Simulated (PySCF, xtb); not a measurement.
C₄H₇Cl, SMILES C/C=C(\C)Cl.

GFN2-xTB (xtb) at its own geometry gives an orbital gap of 4.78 eV and a dipole moment of 2.24 D.

Geometry: B3LYP-D3(BJ)/def2-SVP.

Problem. What does PBE/def2-TZVP (PySCF) give? (An estimate is asked for; the answer gives what the named calculation found.)

Solution. gap 4.97 eV (levels -5.75 and -0.78 eV), dipole 1.96 D.
